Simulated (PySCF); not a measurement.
Structure with atom numbers: `[F:1]/[CH:2]=[C:3](\[F:4])[SiH3:5]`. Each H is labelled by its parent atom.

[PySCF 2.14.0 with density-fitted response routines: GIAO PBE0/pcSseg-1 shieldings; GFN2-xTB geometry; equivalent nuclei averaged; no solvent model; a single conformation; relativity neglected]

Task: List the cross peaks expected in HSQC, COSY and HMBC spectra.

Result: 

HSQC (one-bond C–H):
```tsv
δH	δC
6.48 (H(C2))	152.4 (C2)
```

HMBC (two and three bonds, from the bond graph):
```tsv
δH	δC
6.48 (H(C2))	154.1 (C3)
4.20 (H(Si5))	154.1 (C3), 152.4 (C2)
```

No COSY cross peaks are expected.

Chemical shifts δ = σref − σ; TMS for 1H (31.72 ppm) and 13C (186.93 ppm), all at this level.

Short H···H contacts in this conformer between protons four or more bonds apart (candidates for NOE cross peaks, intensity ∝ r⁻⁶): H(C2)···H(Si5) 2.78 Å.

Shifts are as computed. Against solution values, carbons near 30 ppm lie about +3 ppm off and those near 130 ppm about +5 ppm. Of 1309 compounds with measured shifts, 239 miss one by over three times the rms of a fit or turn the order of signals round; such compounds aren't used in these exercises.
